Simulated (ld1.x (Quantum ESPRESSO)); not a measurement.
# La (Z = 57) TM: all-electron and pseudo phase curves

```json
{"Element": "lanthanum", "Generator": "ld1.x (Quantum ESPRESSO) 7.5", "Type": "norm-conserving Troullier–Martins (Kleinman–Bylander form)", "Functional": "PBE", "Relativity": "scalar-relativistic", "Frozen core": "[Xe]", "Valence charge": "3", "Reference configuration": "4f0 5d1 6s1.5 6p0.5", "Partial waves": "6s (bound): rc 2.85 bohr; 6p (bound): rc 4.15 bohr; 4f (bound, empty): rc 1.25 bohr; 5d (bound): rc 2.85 bohr", "Local potential": "the d channel", "Core correction": "none"}
```

The phase is arctan(r·u′/u) with u = r·R(r), unwrapped; energies in Ry, scanned from -2 to 5 Ry. A pole is an energy at which the radial function vanishes at the test radius. The pseudo phase is shifted by a multiple of π to meet the all-electron one at the reference energy, and phase errors are pseudo minus all-electron; the curves can meet again beyond the range given. Levels narrower than the energy grid can be missing from the lists of poles. Where the grid stepped over a known ghost or core level, its pole and its step of π were put in at the level’s energy.

```json
{"channel": "s", "radius (bohr)": "4.49", "reference energy (Ry)": "-0.29", "poles, all-electron": "0.31, 3.37", "poles, pseudo": "-1.23, 0.33, 2.80", "unbroken range about the reference energy with phases within 0.05 rad": "-1.2 to 1.5", "phase error 1 Ry above the reference energy (rad)": "+0.006"}
{"channel": "p", "radius (bohr)": "4.49", "reference energy (Ry)": "-0.12", "poles, all-electron": "-1.68, 0.89, 4.13", "poles, pseudo": "-0.21, 0.94, 3.57", "unbroken range about the reference energy with phases within 0.05 rad": "-0.2 to 1.9", "phase error 1 Ry above the reference energy (rad)": "+0.012"}
{"channel": "d", "radius (bohr)": "4.49", "reference energy (Ry)": "-0.26", "poles, all-electron": "-0.12, 2.01", "poles, pseudo": "-0.12, 1.98", "unbroken range about the reference energy with phases within 0.05 rad": "below 3.1", "phase error 1 Ry above the reference energy (rad)": "-0.034"}
{"channel": "f", "radius (bohr)": "4.49", "reference energy (Ry)": "-0.36", "poles, all-electron": "-0.35, 1.37, 3.79", "poles, pseudo": "-0.35, 1.45, 4.25", "unbroken range about the reference energy with phases within 0.05 rad": "below 0.5", "phase error 1 Ry above the reference energy (rad)": "+0.091"}
```

Note: ghost states, extra bound levels that the all-electron valence spectrum of the same l lacks: s at -16.7 eV, p at -2.82 eV. A true bound ghost makes a file unfit for plane-wave use.

Phases in the f channel:

```csv
E (Ry),all-electron,pseudo
-2.00,1.421,1.421
-1.52,1.402,1.402
-1.04,1.372,1.372
-0.56,1.314,1.315
-0.08,-1.907,-1.905
0.40,-2.413,-2.387
0.88,-4.397,-4.359
1.36,-4.708,-4.684
1.84,-4.872,-4.822
2.32,-5.552,-5.074
2.80,-7.592,-7.180
3.28,-7.778,-7.696
3.76,-7.851,-7.799
4.24,-7.908,-7.853
4.72,-7.990,-7.898
```
